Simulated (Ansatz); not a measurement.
Harmonic frequencies (cm⁻¹) at PBE0-D4/def2-TZVP from Ansatz: 130, 234, 286, 321, 528, 590, 721, 762, 769, 1199, 1876, 1883, 1887, 2709, 2722.

Q: Which molecule is it?
A. `[AlH3-][SH2+]`
B. `[BH3-][NH3+]`
C. `[PH3+][Al-]([Cl])([Cl])[Cl]`
D. `[OH2+][Ga-]([F])([F])[F]`

A: A.
